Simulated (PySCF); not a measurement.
**Correlation energy of Mg (magnesium, neutral)**

[Ne] 3s2, closed-shell 1S. Computed with PySCF 2.14 in cc-pVDZ, with the non-relativistic Hamiltonian (point nucleus). Frozen: [Ne]; 2 electrons correlated.

Total MP2 correlation energy: -21.34 mhartree.

Same-spin part 0.00 and opposite-spin part -21.34 mhartree; SCS-MP2 scales them by 1/3 and 6/5 to -25.61 mhartree.

With two correlated electrons CCSD is exact within the correlated space (frozen core and kept virtual orbitals).

```json
{"level": "CCSD", "correlation energy (mhartree)": "-32.88"}
```

Diagnostics: T1 = 0.013, D1 = 0.0179, largest double amplitude 0.115.

Cost of the coupled-cluster step: 0.05 s of wall time on 1 thread of Neoverse-V1 (shared host), for 2 correlated electrons.

Iterations:

```
CC2 = 0
CCSD nocc = 1, nmo = 13
frozen orbitals [0, 1, 2, 3, 4]
max_cycle = 100
direct = 0
conv_tol = 1e-08
conv_tol_normt = 1e-06
diis_space = 8
diis_start_cycle = 0
Init t2, MP2 energy = -199.629640326869  E_corr(MP2) -0.0213432982441397
Init E_corr(CCSD) = -0.0213432982441805
cycle = 1  E_corr(CCSD) = -0.0278885908362488  dE = -0.00654529259  norm(t1,t2) = 0.0564204
cycle = 2  E_corr(CCSD) = -0.0304445356032503  dE = -0.00255594477  norm(t1,t2) = 0.0269112
cycle = 3  E_corr(CCSD) = -0.0328567341511334  dE = -0.00241219855  norm(t1,t2) = 0.0138365
cycle = 4  E_corr(CCSD) = -0.0328702583727785  dE = -1.35242216e-05  norm(t1,t2) = 0.000859872
cycle = 5  E_corr(CCSD) = -0.0328814742149707  dE = -1.12158422e-05  norm(t1,t2) = 9.99633e-05
cycle = 6  E_corr(CCSD) = -0.0328765563136722  dE = 4.9179013e-06  norm(t1,t2) = 2.30346e-05
cycle = 7  E_corr(CCSD) = -0.0328775227933845  dE = -9.66479712e-07  norm(t1,t2) = 4.70193e-06
cycle = 8  E_corr(CCSD) = -0.0328774037189715  dE = 1.19074413e-07  norm(t1,t2) = 1.12544e-06
cycle = 9  E_corr(CCSD) = -0.0328772511358603  dE = 1.52583111e-07  norm(t1,t2) = 4.19402e-07
cycle = 10  E_corr(CCSD) = -0.0328773439803487  dE = -9.28444884e-08  norm(t1,t2) = 5.32247e-07
cycle = 11  E_corr(CCSD) = -0.0328773431165061  dE = 8.63842664e-10  norm(t1,t2) = 6.41416e-09
CCSD converged
E(CCSD) = -199.6411743717409  E_corr = -0.03287734311650607
```
